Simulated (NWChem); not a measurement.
All runs are NWChem calculations. System: isocyanic acid (CHNO), charge 0, spin multiplicity 1, at a geometry optimised with PBE0/def2-SVP. Level: HF/6-31G* (spherical d).

Job file:

```
start mol
memory heap 200 mb stack 900 mb global 1100 mb
geometry units angstroms nocenter noautoz
  N      1.160035    -0.073177     0.000000
  C     -0.046793     0.019492     0.000000
  O     -1.210432    -0.034096     0.000000
  H      1.843969     0.668062     0.000000
  symmetry group Cs
end
basis spherical
  * library 6-31g*
end
dft
  xc hfexch
  semidirect memsize 60000000 filesize 0
  iterations 100
end
property
  dipole
  response 1 0.0428
end
task dft property
```

Output (cleaned and shortened):

```
             Northwest Computational Chemistry Package (NWChem) 7.3.0
             --------------------------------------------------------

                                NWChem Input Module
                                -------------------

 Scaling coordinates for geometry "geometry" by  1.889725989
 (inverse scale =  0.529177249)

 Turning off AUTOSYM since
 SYMMETRY directive was detected!

                             Geometry "geometry" -> ""
                             -------------------------

 Output coordinates in angstroms (scale by  1.889725989 to convert to a.u.)

  No.       Tag          Charge          X              Y              Z
 ---- ---------------- ---------- -------------- -------------- --------------
    1 N                    7.0000     1.16003500    -0.07317700     0.00000000
    2 C                    6.0000    -0.04679300     0.01949200     0.00000000
    3 O                    8.0000    -1.21043200    -0.03409600     0.00000000
    4 H                    1.0000     1.84396900     0.66806200     0.00000000

 Effective nuclear repulsion energy (a.u.)      59.2793272550

            Nuclear Dipole moment (a.u.)
            ----------------------------
        X                 Y               Z
 ---------------- ---------------- ----------------
     0.0000000000     0.0000132281     0.0000000000

      Symmetry information
      --------------------

 Group name             Cs
 Group number              2
 Group order               2
 No. of unique centers     4

      Symmetry unique atoms

     1    2    3    4


 Summary of "ao basis" -> "" (spherical)
 ------------------------------------------------------------------------------
       Tag                 Description            Shells   Functions and Types
 ---------------- ------------------------------  ------  ---------------------
 *                           6-31g*                   on all atoms

  xc_inp: hfexch multiplicative factor not found.
                              NWChem Property Module
                              ----------------------

                                 NWChem DFT Module
                                 -----------------

 Summary of "ao basis" -> "ao basis" (spherical)
 ------------------------------------------------------------------------------
       Tag                 Description            Shells   Functions and Types
 ---------------- ------------------------------  ------  ---------------------
 N                           6-31g*                  6       14   3s2p1d
 C                           6-31g*                  6       14   3s2p1d
 O                           6-31g*                  6       14   3s2p1d
 H                           6-31g*                  2        2   2s

 Summary of "ao basis" -> "ao basis" (spherical)
 ------------------------------------------------------------------------------
       Tag                 Description            Shells   Functions and Types
 ---------------- ------------------------------  ------  ---------------------
 N                           6-31g*                  6       14   3s2p1d
 C                           6-31g*                  6       14   3s2p1d
 O                           6-31g*                  6       14   3s2p1d
 H                           6-31g*                  2        2   2s

            General Information
            -------------------
          SCF calculation type: DFT
          Wavefunction type:  closed shell.
          No. of atoms     :     4
          No. of electrons :    22
           Alpha electrons :    11
            Beta electrons :    11
          Charge           :     0
          Spin multiplicity:     1
          Use of symmetry is: off; symmetry adaption is: off
          Maximum number of iterations: 100
          AO basis - number of functions:    44
                     number of shells:    20
          Convergence on energy requested:  1.00D-06
          Convergence on density requested:  1.00D-05
          Convergence on gradient requested:  5.00D-04

              XC Information
              --------------
                     Hartree-Fock (Exact) Exchange  1.000

          Convergence Information
          -----------------------
          Convergence aids based upon iterative change in
          total energy or number of iterations.
          Levelshifting, if invoked, occurs when the
          HOMO/LUMO gap drops below (HL_TOL):  1.00D-02
          DIIS, if invoked, will attempt to extrapolate
          using up to (NFOCK): 10 stored Fock matrices.

                    Damping( 0%)  Levelshifting(0.5)       DIIS
                  --------------- ------------------- ---------------
          dE  on:    start            ASAP                start
          dE off:    2 iters        100 iters           100 iters

      Screening Tolerance Information
      -------------------------------
          Density screening/tol_rho:  1.00D-10
          AO Gaussian exp screening on grid/accAOfunc:  14
          CD Gaussian exp screening on grid/accCDfunc:  20
          XC Gaussian exp screening on grid/accXCfunc:  20
          Schwarz screening/accCoul:  1.00D-08

      Superposition of Atomic Density Guess
      -------------------------------------

 Sum of atomic energies:        -167.20657716

      Non-variational initial energy
      ------------------------------

 Total energy =    -168.498951
 1-e energy   =    -344.760170
 2-e energy   =     116.981891
 HOMO         =      -0.369739
 LUMO         =       0.075865

------------------------------------------------------------
[...]
               write      read    awrite     aread      wait
               -----      ----    ------     -----      ----
     calls:        1         0         0         0         0
   data(b): 5.24e+05  0.00e+00  0.00e+00  0.00e+00
   time(s): 0.00e+00  0.00e+00  0.00e+00  0.00e+00  0.00e+00
rate(mb/s): 0.00e+00  0.00e+00
------------------------------------------------------------

   convergence    iter        energy       DeltaE   RMS-Dens  Diis-err    time
 ---------------- ----- ----------------- --------- --------- ---------  ------
 d= 0,ls=0.0,diis     1   -167.6923152546 -2.27D+02  1.18D-02  6.35D-01     0.2
 d= 0,ls=0.0,diis     2   -167.7361356782 -4.38D-02  5.13D-03  2.43D-01     0.2
 d= 0,ls=0.0,diis     3   -167.7587123249 -2.26D-02  1.04D-03  4.87D-03     0.2
 d= 0,ls=0.0,diis     4   -167.7593077165 -5.95D-04  4.57D-04  7.32D-04     0.2
 d= 0,ls=0.0,diis     5   -167.7594115496 -1.04D-04  1.90D-04  7.73D-05     0.2
  Resetting Diis
 d= 0,ls=0.0,diis     6   -167.7594328342 -2.13D-05  1.66D-04  1.32D-05     0.2
 d= 0,ls=0.0,diis     7   -167.7594413793 -8.55D-06  3.53D-05  2.00D-06     0.2
 d= 0,ls=0.0,diis     8   -167.7594422656 -8.86D-07  3.62D-05  7.39D-07     0.2
 d= 0,ls=0.0,diis     9   -167.7594427595 -4.94D-07  2.46D-05  1.95D-07     0.2
 d= 0,ls=0.0,diis    10   -167.7594428750 -1.16D-07  2.35D-06  1.29D-08     0.2

         Total DFT energy =     -167.759442874968
      One electron energy =     -345.806924855240
           Coulomb energy =      139.118572188323
    Exchange-Corr. energy =      -20.350417463058
 Nuclear repulsion energy =       59.279327255007

 Numeric. integr. density =        0.000000000000

     Total iterative time =      0.1s

                       DFT Final Molecular Orbital Analysis
                       ------------------------------------

 Vector    9  Occ=2.000000D+00  E=-6.422411D-01
              MO Center= -3.4D-01, -1.1D-02, -1.5D-15, r^2= 1.5D+00
   Bfn.  Coefficient  Atom+Function         Bfn.  Coefficient  Atom+Function
  ----- ------------  ---------------      ----- ------------  ---------------
    32      0.427460  3 O  py                18      0.332097  2 C  py
    36      0.274644  3 O  py                 4      0.207943  1 N  py
    22      0.145046  2 C  py                 3     -0.126566  1 N  px
     8      0.121076  1 N  py                 6     -0.114293  1 N  s
    17      0.094720  2 C  px                 2     -0.084726  1 N  s

 Vector   10  Occ=2.000000D+00  E=-4.753725D-01
              MO Center=  4.3D-01, -1.7D-01,  2.9D-15, r^2= 2.0D+00
   Bfn.  Coefficient  Atom+Function         Bfn.  Coefficient  Atom+Function
  ----- ------------  ---------------      ----- ------------  ---------------
     4      0.433631  1 N  py                32     -0.367046  3 O  py
     8      0.351004  1 N  py                36     -0.288208  3 O  py
     6     -0.230946  1 N  s                  2     -0.133120  1 N  s
     3     -0.129405  1 N  px                 7     -0.107407  1 N  px
    43      0.086396  4 H  s                 17      0.081751  2 C  px

 Vector   11  Occ=2.000000D+00  E=-4.466511D-01
              MO Center=  3.3D-01, -4.6D-02, -3.0D-15, r^2= 1.9D+00
   Bfn.  Coefficient  Atom+Function         Bfn.  Coefficient  Atom+Function
  ----- ------------  ---------------      ----- ------------  ---------------
     5      0.471796  1 N  pz                 9      0.396348  1 N  pz
    33     -0.377934  3 O  pz                37     -0.306861  3 O  pz
    19      0.125767  2 C  pz                27     -0.065471  2 C  d  1
    23      0.058061  2 C  pz

 Vector   12  Occ=0.000000D+00  E= 1.709284D-01
              MO Center=  7.2D-01,  2.9D-01, -5.8D-16, r^2= 2.8D+00
   Bfn.  Coefficient  Atom+Function         Bfn.  Coefficient  Atom+Function
  ----- ------------  ---------------      ----- ------------  ---------------
    44      1.075802  4 H  s                  7     -0.517019  1 N  px
    22     -0.499058  2 C  py                 6     -0.469632  1 N  s
    18     -0.437751  2 C  py                36      0.353431  3 O  py
    21     -0.320808  2 C  px                20     -0.278042  2 C  s
    32      0.277185  3 O  py                43      0.167178  4 H  s

 Vector   13  Occ=0.000000D+00  E= 2.361639D-01
              MO Center=  1.0D+00,  6.8D-01,  1.5D-12, r^2= 2.9D+00
   Bfn.  Coefficient  Atom+Function         Bfn.  Coefficient  Atom+Function
  ----- ------------  ---------------      ----- ------------  ---------------
    44      1.344354  4 H  s                  6     -1.185837  1 N  s
    20      1.169657  2 C  s                  8     -0.708909  1 N  py
    34     -0.522524  3 O  s                 22      0.499652  2 C  py
    35     -0.298679  3 O  px                36     -0.272072  3 O  py
     4     -0.253728  1 N  py                18      0.207397  2 C  py

 Vector   14  Occ=0.000000D+00  E= 2.413502D-01
              MO Center=  1.0D-01,  1.2D-03, -1.5D-12, r^2= 1.8D+00
   Bfn.  Coefficient  Atom+Function         Bfn.  Coefficient  Atom+Function
  ----- ------------  ---------------      ----- ------------  ---------------
    23      0.825862  2 C  pz                 9     -0.591422  1 N  pz
    19      0.509781  2 C  pz                37     -0.455074  3 O  pz
     5     -0.318179  1 N  pz                33     -0.309673  3 O  pz
    13      0.033685  1 N  d  1

 center of mass
 --------------
 x =  -0.07996494 y =  -0.02912736 z =   0.00000000

 moments of inertia (a.u.)
 ------------------
           1.920234822450          -2.406766825354           0.000000000000
          -2.406766825354         163.035645584346           0.000000000000
           0.000000000000           0.000000000000         164.955880406796

     Multipole analysis of the density
     ---------------------------------

     L   x y z        total         alpha         beta         nuclear
     -   - - -        -----         -----         ----         -------
     0   0 0 0     -0.000000    -11.000000    -11.000000     22.000000

     1   1 0 0      0.721740      0.360870      0.360870      0.000000
     1   0 1 0      0.679897      0.339942      0.339942      0.000013
     1   0 0 1     -0.000000     -0.000000     -0.000000      0.000000

     2   2 0 0    -12.823259    -50.254108    -50.254108     87.684958
     2   1 1 0      2.231284     -0.602692     -0.602692      3.436667
     2   1 0 1      0.000000      0.000000      0.000000      0.000000
     2   0 2 0    -11.425101     -6.597051     -6.597051      1.769001
     2   0 1 1     -0.000000     -0.000000     -0.000000      0.000000
     2   0 0 2    -12.291318     -6.145659     -6.145659      0.000000

 *** CALLING NEW AORESP DRIVER FOR CLOSED AND OPEN SHELLS ***
 Entering AOResponse driver routine

--------------------------------------------------------------------------------

          ****************
          *** RESPONSE ***
          ****************

 Response module for NWChem and dynamic CPKS solver

          -----------------------------------------------
          Solving response equations for perturbing field
          -----------------------------------------------

 number of frequencies:     1
 frequency in a.u.:  0.4280000E-01
 Perturbing field: electric
 Using El. Dipole Length Gauge

 Setting up CPKS with frequency omega =      0.04280000 a.u.

                            NWChem Dynamic CPHF Module
                            --------------------------

    scftype = RHF
    nclosed =   11
      nopen =    0
  variables =      726
  num. vecs =        3
  tolerance =   1.0D-04
  max. iter =   50

 SCF residual:    3.6635107703949021E-005

Iterative solution of linear equations
  No. of variables      726
  No. of equations        3
  Maximum subspace       30
       Convergence  1.0D-04

 ga_lkain filestub:cphf_sol
 ga_lkain filesoln:./mol.cphf_sol

   iter   nsub   residual    time
   ----  ------  --------  ---------
     1      3    1.78D+00       1.0
     2      6    1.32D+00       1.7
     3      9    1.44D-01       2.4
     4     12    4.23D-02       3.0
     5     15    1.71D-02       3.7
     6     18    2.36D-03       4.4
     7     21    5.72D-04       5.1
     8     24    1.29D-04       5.8
     9     27    3.03D-05       6.5

 Electric Dipole Response Matrix (nonzero elements):

              1        2        3
    1   28.9399   0.4920   0.0000
    2    0.4920   9.7984   0.0000
    3    0.0000  -0.0000   8.5100

 ------------------------------------------
 average:        15.74945 + I       0.00000

 DFT Linear Response polarizability / au
 Frequency  =       0.0428000 / au
 Wavelength =    1064.5643224 / nm
              X              Y              Z
 -----------------------------------------------
 X      28.9398779      0.4920453      0.0000000
 Y       0.4920449      9.7984377      0.0000000
 Z       0.0000000     -0.0000000      8.5100230
 -----------------------------------------------
 Eigenvalues =      28.9525179      9.7857977      8.5100230
 Isotropic   =      15.7494462
 Anisotropic =      19.8354023
 -----------------------------------------------

 Magnetic Dipole Response Matrix (nonzero elements):
 Optical rotation tensor Beta

              1        2        3
    1    0.0000  -0.0000   1.1488
    2    0.0000  -0.0000   2.2601
    3   -0.4961  -0.8324   0.0000

 ------------------------------------------
 average:         0.00000 + I       0.00000

 Exiting AOResponse driver routine

          -------------
          Dipole Moment
          -------------

 Center of charge (in au) is the expansion point
         X =       0.0000000 Y =       0.0000006 Z =       0.0000000

   Dipole moment        0.9915487169 A.U.
             DMX        0.7217402727 DMXEFC        0.0000000000
             DMY        0.6798969310 DMYEFC        0.0000000000
             DMZ       -0.0000000000 DMZEFC        0.0000000000
   -EFC- dipole         0.0000000000 A.U.
   Total dipole         0.9915487169 A.U.

   Dipole moment        2.5202844988 Debye(s)
             DMX        1.8344946551 DMXEFC        0.0000000000
             DMY        1.7281386851 DMYEFC        0.0000000000
             DMZ       -0.0000000000 DMZEFC        0.0000000000
   -EFC- dipole         0.0000000000 DEBYE(S)
   Total dipole         2.5202844988 DEBYE(S)

 1 a.u. = 2.541766 Debyes

 Task  times  cpu:        6.5s     wall:        6.5s

 Total times  cpu:        6.5s     wall:        6.5s
```
